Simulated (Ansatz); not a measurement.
A nudged elastic band was laid between two geometries of CH$_{5}$BFN (9 atoms, charge 0, multiplicity 1).

All numbers below come from Ansatz, RKS PBE0-D4/def2-SVP.

| Item | Value |
| --- | --- |
| movable images | 9 |
| climbing image | yes |
| spring | 5.0 eV/Å² |
| optimiser | quadratic models (default) |
| start path | IDPP |
| force threshold | 0.05 eV/Å |
| iteration limit | 52 |
| end points | relaxed |

Initial state:

```xyz
9
Properties=species:S:1:pos:R:3
C -0.429 0.967 -0.538
B 0.099 -0.485 -0.252
N 0.546 -0.930 0.996
F 0.129 -1.372 -1.266
H 0.183 1.441 -1.324
H -0.428 1.626 0.342
H -1.456 0.923 -0.935
H 0.881 -1.873 1.144
H 0.564 -0.344 1.817
```

Final state:

```xyz
9
Properties=species:S:1:pos:R:3
C -0.426 0.968 -0.540
B 0.101 -0.485 -0.253
N 0.541 -0.931 0.997
F 0.138 -1.370 -1.268
H 0.184 1.441 -1.327
H -0.423 1.627 0.341
H -1.455 0.924 -0.933
H 0.554 -0.346 1.819
H 0.874 -1.875 1.147
```

(1) What changes between the two ends?

(2) Give the energies along the band, and the barrier.

(3) What is the geometry of the highest image?

The band took 10 iterations and about 4 core-minutes.

Answers

(1) No bond is made or broken. The dihedral F4–B2–N3–H9 goes from 180 to 0°. The two ends are copies of one structure, up to a mirror image or an exchange of like atoms.

(2) The forces met the threshold. The highest image is number 5 of 0 to 10, 88.6 kJ/mol above the ends, which have the same energy within 2 meV. A vibrational analysis at the climbing image gives 2 clearly imaginary modes (507i, 104i cm⁻¹): a point of higher order, so a lower path passes nearby.

| image | path coordinate (Å) | energy (kJ/mol) | dihedral F4–B2–N3–H9 (°) |
| --- | --- | --- | --- |
| 0 | 0.00 | 0.0 | 180 |
| 1 | 0.39 | 3.7 | 169 |
| 2 | 0.78 | 23.0 | 141 |
| 3 | 1.17 | 53.0 | 110 |
| 4 | 1.56 | 78.7 | 82 |
| 5 | 1.95 | 88.6 | 57 |
| 6 | 2.34 | 78.5 | 36 |
| 7 | 2.74 | 52.3 | 21 |
| 8 | 3.13 | 22.1 | 13 |
| 9 | 3.53 | 3.2 | 5 |
| 10 | 3.92 | 0.0 | 0 |

(3) 
```xyz
9
Properties=species:S:1:pos:R:3
C -0.690 0.875 -0.543
B 0.231 -0.333 -0.162
N 0.630 -0.679 1.198
F 0.674 -1.088 -1.180
H -0.165 1.542 -1.247
H -1.018 1.456 0.328
H -1.577 0.513 -1.090
H 0.354 -1.639 1.411
H 1.650 -0.693 1.269
```

Time of the run: 4.2 min on 1 thread of Arm Neoverse V1, on a shared host, peak memory 0.15 GiB.
